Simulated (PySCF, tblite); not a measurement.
Isomers of C2H12NPSi2, one GFN2-xTB conformer each. Single-point energies are computed at PBE0/pcSseg-1 (PySCF, gas phase, no added dispersion term), electronic only.

Task: Rank them by PBE0/pcSseg-1 energy, lowest first (kcal/mol).
A. `[CH3:1][NH:2][SiH2:3][CH2:4][SiH2:5][PH2:6]` with C1–N2–Si3–C4 -176°, N2–Si3–C4–Si5 178°, Si3–C4–Si5–P6 -178°, C4–Si5–P6–H 175° and 82°
B. `[CH3:1][N:2]([SiH3:3])[Si@@H:4]([CH3:5])[PH2:6]` with C1–N2–Si4–C5 -169°, N2–Si4–P6–H -161° and -68°
C. `[CH3:1][CH2:2][Si@H:3]([PH2:4])[NH:5][SiH3:6]` with C1–C2–Si3–P4 176°, C2–Si3–P4–H 64° and 156°, C2–Si3–N5–Si6 159°
D. `[CH3:1][Si@H:2]([PH2:3])[CH2:4][SiH2:5][NH2:6]` with C1–Si2–P3–H 72° and 165°, C1–Si2–C4–Si5 -68°, Si2–C4–Si5–N6 175°, C4–Si5–N6–H -177° and 44°
E. `[CH3:1][CH2:2][SiH2:3][NH:4][SiH2:5][PH2:6]` with C1–C2–Si3–N4 54°, C2–Si3–N4–Si5 -72°, Si3–N4–Si5–P6 -13°, N4–Si5–P6–H 127° and -141°
F. `[CH3:1][N:2]([SiH3:3])[CH2:4][SiH2:5][PH2:6]` with C1–N2–C4–Si5 -73°, N2–C4–Si5–P6 -48°, C4–Si5–P6–H 154° and 61°
G. `[CH3:1][C@H:2]([NH:3][SiH3:4])[SiH2:5][PH2:6]` with C1–C2–N3–Si4 89°, C1–C2–Si5–P6 175°, C2–Si5–P6–H 65° and -27°

Result: D (0.0), C (2.2), E (2.8), B (9.1), A (17.6), G (30.5), F (37.8).

As drawn, the lowest has an N–H bond, which the highest lacks. Neighbours under 2.5 kcal/mol apart (C[Si@H](P)C[SiH2]N and CC[Si@H](P)N[SiH3]; CC[Si@H](P)N[SiH3] and CC[SiH2]N[SiH2]P) can change places with a better method, another conformer or zero-point energy. GFN2-xTB itself gives, in the same order: 26.9, 0.2, 0.0, 2.1, 22.2, 14.8, 15.9. GFN2-xTB puts CC[SiH2]N[SiH2]P lowest instead; measured from each level's own lowest isomer, the values differ by up to 26.9 kcal/mol (C[Si@H](P)C[SiH2]N: 26.9 against 0.0).

Task: Which frontier levels, dipoles and rotational constants go with these structures?

Result: 
```csv
SMILES,"HOMO (eV, PBE0/pcSseg-1)",LUMO (eV),dipole (D),"A, B, C (MHz)"
C[Si@H](P)C[SiH2]N,-7.21,0.46,1.64,"3417, 742.9, 652.1"
CC[Si@H](P)N[SiH3],-7.09,0.13,1.58,"1854, 1246, 792.9"
CC[SiH2]N[SiH2]P,-7.11,0.24,1.17,"2237, 1213, 969.7"
CN([SiH3])[Si@@H](C)P,-6.65,0.33,1.15,"2462, 1201, 926.0"
CN[SiH2]C[SiH2]P,-6.70,0.30,1.38,"7074, 538.2, 511.5"
C[C@H](N[SiH3])[SiH2]P,-6.73,0.33,1.95,"2261, 1046, 754.6"
CN([SiH3])C[SiH2]P,-6.27,0.33,1.64,"2516, 1031, 886.3"
```

Task: What happens when harmonic zero-point energies from GFN2-xTB frequencies are added?

Result: 
```json
{"SMILES": "C[Si@H](P)C[SiH2]N", "ZPE (kcal/mol)": "82.3", "electronic (kcal/mol)": "0.0", "with ZPE (kcal/mol)": "0.0"}
{"SMILES": "CC[Si@H](P)N[SiH3]", "ZPE (kcal/mol)": "82.1", "electronic (kcal/mol)": "2.2", "with ZPE (kcal/mol)": "1.9"}
{"SMILES": "CC[SiH2]N[SiH2]P", "ZPE (kcal/mol)": "82.3", "electronic (kcal/mol)": "2.8", "with ZPE (kcal/mol)": "2.8"}
{"SMILES": "CN([SiH3])[Si@@H](C)P", "ZPE (kcal/mol)": "81.6", "electronic (kcal/mol)": "9.1", "with ZPE (kcal/mol)": "8.4"}
{"SMILES": "CN[SiH2]C[SiH2]P", "ZPE (kcal/mol)": "81.8", "electronic (kcal/mol)": "17.6", "with ZPE (kcal/mol)": "17.1"}
{"SMILES": "C[C@H](N[SiH3])[SiH2]P", "ZPE (kcal/mol)": "80.8", "electronic (kcal/mol)": "30.5", "with ZPE (kcal/mol)": "28.9"}
{"SMILES": "CN([SiH3])C[SiH2]P", "ZPE (kcal/mol)": "80.4", "electronic (kcal/mol)": "37.8", "with ZPE (kcal/mol)": "35.9"}
```

The zero-point energies span 1.9 kcal/mol. The order is unchanged.
